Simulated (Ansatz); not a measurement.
CH₄ClFOSi, SMILES OC[Si@H](Cl)F.

Geometry optimised at PBE-D3(BJ)/def2-SVP. The structure was generated by enumeration; whether it is a known compound was not checked. The values are those of a single conformer.

Two levels are set side by side: PBE/def2-SVPD (Ansatz, a program for electronic structure) and PBE0/def2-SVPD (Ansatz). Energy differences of separate SCF runs at the same geometry; the states with an electron removed or added have multiplicity 2 and 2. Differences are taken from unrounded values.

```json
[
 {"quantity": "vertical ionisation energy (eV)", "PBE": "9.87"},
 {"quantity": "vertical singlet–triplet gap (eV)", "PBE": "5.44"}
]
```

### Question
These are the PBE values. What does PBE0 give? (The exact figures need the calculation; the answer reports its results.)

### Answer

| quantity | PBE0 | PBE minus PBE0 |
|---|---|---|
| vertical ionisation energy (eV) | 10.33 | -0.46 |
| vertical singlet–triplet gap (eV) | 5.93 | -0.50 |
